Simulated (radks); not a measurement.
In+, 48 electrons, occupied as [Kr] 4d9 5s1 5p2 (not the ground configuration). All-electron calculation, scalar-relativistic Kohn-Sham, BLYP, spin-polarised, spherical densities, finite nucleus; open shells are filled with parallel spins first (spin-orbit coupling, left out, can overturn this in heavy ions); Fermi nuclear charge, rms radius 4.6156 fm. Program: a radial shooting solver on a logarithmic mesh with Libxc functionals.

X-ray form factor f0, the Fourier transform of the density (f0(0) = 48):

sin(theta)/lambda (1/angstrom),f0 (electrons)
0.05,47.148
0.1,44.958
0.15,42.154
0.2,39.262
0.25,36.493
0.3,33.896
0.4,29.275
0.5,25.517
0.6,22.625
0.8,18.727
1,16.009
1.25,13.067
1.5,10.499
2,7.101
